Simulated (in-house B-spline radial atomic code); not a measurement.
## Zr⁷⁺: [Ar] 3d10 4s2 (4p1/2)2 (7d3/2)1 (an excited or competing configuration)

Level of theory: Dirac-Hartree-Fock, average of the jj configuration, Fermi nucleus of rms radius 4.2694 fm; calculated with a radial B-spline atomic code at the basis-set limit.

Screening seen three ways: the hydrogenic charge with the same mean radius, Z_r = [3n² - l(l+1)]/(2<r>), the one with the same energy, Z_e = n√(-2ε), and Slater's rules. Values are occupation-weighted means over j. An effective charge above Z reflects the relativistic contraction of the inner shells.

```tsv
shell	electrons	ε (eV)	<r> (bohr)	Z_r	Z_e	Slater
1s	2	-18238	0.03705	40.48	36.61	39.70
2s	2	-2706.4	0.1618	37.07	28.21	35.85
2p	6	-2421.8	0.1416	35.32	26.68	35.85
3s	2	-576.28	0.4539	29.74	19.52	28.75
3p	6	-480.24	0.458	27.29	17.82	28.75
3d	10	-323.27	0.4468	23.50	14.62	18.85
4s	2	-170.82	1.122	21.40	14.17	13.65
4p	2	-146.53	1.191	19.31	13.13	13.65
7d	1	-22.963	6.777	10.40	9.09	8.00
```

The least bound orbital is 7d3/2 at -22.96 eV, and it is also the most diffuse (<r> = 6.777 bohr).

For the 1s electron the small component carries 2.12 % of the norm, the zero-frequency Breit interaction raises the level by 33.09 eV, self-energy by 17.92 eV, and vacuum polarisation lowers it by 2 eV.
